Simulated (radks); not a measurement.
Pr29+, configuration [Ar] 3d10 4s2.

All-electron calculation, non-relativistic Kohn-Sham, LDA (Slater exchange, Perdew-Wang correlation), spin-polarised, spherical densities, point nucleus; relativity is left out, which matters for an element this heavy. Program: a radial shooting solver on a logarithmic mesh with Libxc functionals.

Energy parts (hartree):
total: -8487.2633
kinetic: 8484.5795
electron-nucleus: -18904.3311
Hartree: 2098.8274
exchange-correlation: -166.3391

Orbitals (lengths in bohr, moments of r in powers of bohr):
orbital	occ.	eigenvalue (hartree)	<r^2>	<1/r>
1s	2	-1495.161	0.0008864	58.42
2s	2	-264.3462	0.01417	13.53
2p	6	-252.5420	0.01057	13.56
3s	2	-83.64748	0.09101	5.120
3p	6	-78.54431	0.08530	5.062
3d	10	-69.13979	0.06827	4.955
4s	2	-39.38124	0.3652	2.499

The highest occupied level is 4s at -1071.6 eV. The density falls to 0.001 e/bohr^3 at r = 1.25 bohr. Summed over all electrons, <r^2> = 2.200 bohr^2, which gives a Langevin (diamagnetic) susceptibility term of -1.74 x 10^-6 cm^3/mol.
